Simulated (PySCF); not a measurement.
A run for PySCF: R-B3LYP/LANL2DZ on F2Pb (SMILES [F][Pb][F]), a point of a bond scan (R = 4.111 Å).

```python
from pyscf import gto, scf, dft, mp
from pyscf.data.elements import chemcore

mol = gto.M(
    atom='''
    Pb    0.02962032   -0.01891666    0.24316538
    F     1.26113864    2.83961886   -2.44275094
    F    -0.91525349   -1.23799932   -1.11571404
    ''',
    basis='lanl2dz',
    ecp={'Pb': 'lanl2dz'},
    charge=0, spin=0, verbose=3, max_memory=1800)
mf = dft.RKS(mol, xc='b3lyp')
mf.conv_tol = 1e-8
mf.max_cycle = 100
mf.kernel()
if not mf.converged:
    mf = mf.newton().run(mf.mo_coeff, mf.mo_occ)
```

The log:

```
converged SCF energy = -203.115357638177
```

The calculation finished and met its thresholds.

Cost: very roughly 8 core-seconds.
